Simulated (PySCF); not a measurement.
# Static response to an electric field

C5H9ClOSi.
SMILES with atom numbers: `[CH3:1][O:2][C@H:3]1[CH:4]=[C:5]1[SiH2:6][CH2:7][Cl:8]` (hydrogens: H9, H10, H11 on C1; H12 on C3; H13 on C4; H14, H15 on Si6; H16, H17 on C7)

Structure used (GFN2-xTB), in Å, numbered top down from 1:
```xyz
17
C5H9ClOSi angstrom
C      2.8502    0.3667    0.2975
O      2.3057   -0.9237    0.4339
C      1.1452   -1.1109   -0.3246
C      0.0186   -1.8553    0.2707
C     -0.1785   -0.5616    0.1708
Si    -1.1442    0.9908    0.4755
C     -3.0060    0.5602    0.3991
Cl    -3.3926   -0.6093    1.6924
H      3.0847    0.5881   -0.7507
H      3.7656    0.3809    0.8854
H      2.1559    1.1292    0.6724
H      1.3446   -1.1427   -1.3975
H     -0.3158   -2.8130    0.5860
H     -0.8343    1.5341    1.7985
H     -0.8668    1.9589   -0.5939
H     -3.6417    1.4270    0.5625
H     -3.2976    0.0926   -0.5383
```

Level: CAM-B3LYP/def2-SVPD (PySCF), static field, nuclei fixed, core orbitals frozen in the response. The polarisability tensor in these axes (au):

```
x   116.47   0.00  -8.93
y     0.00 101.84  -3.12
z    -8.93  -3.12  85.76
```

Question: Give the principal values, the mean and the anisotropy Δα = √{½[(α1 − α2)² + (α2 − α3)² + (α1 − α3)²]}.

Answer: Principal values 82.88, 102.28 and 118.92 au; mean 101.36 au = 15.02 Å³ = 16.71 × 10⁻⁴⁰ C²·m²/J; Δα = 31.24 au (31 % of the mean).

Question: What is the dipole moment, and where does it point?

Answer: (-0.41, 1.76, -1.76) D, 2.52 D in size, pointing from the negative to the positive side. Measured along this direction, the outermost atoms are H13 at the negative end and H15 at the positive end.

Question: Along which axes do the principal values lie, and how far do the nuclei extend along each?

Answer: Largest value along (0.96, 0.05, -0.26), where the nuclei span 7.16 Å; middle along (-0.09, 0.99, -0.14), 4.92 Å; least along (0.25, 0.16, 0.95), 3.20 Å. The response follows the extents in order.

Question: Sum over states: ᾱ = Σ f/ω², ω in Eh. What share falls to these 8 lowest TDDFT singlets (eV, f)? 5.22, 0.0012; 6.09, 0.0240; 6.50, 0.1121; 6.74, 0.0271; 7.16, 0.0275; 7.19, 0.0053; 7.20, 0.0048; 7.41, 0.0117.

Answer: They add up to 3.62 au, 3.6 % of the 101.36 au; the largest single term is 1.97 au, from the state at 6.50 eV. Terms in order: 0.03, 0.48, 1.97, 0.44, 0.40, 0.08, 0.07, 0.16 au. Higher excitations give the rest. The strengths listed sum to 0.214.

Question: Give the eigenvalues of the traceless quadrupole moment Θ = ½Σq(3rr − r²1), origin at the centre of nuclear charge.

Answer: -6.65, 0.85, 5.80 D·Å. The values depend on the origin, since the dipole doesn't vanish. The electronic extent ⟨r²⟩ about the same centre is 1952 bohr², a root-mean-square distance of 2.65 Å for the 78 electrons.

Geometry: GFN2-xTB, one conformer, isolated molecule.
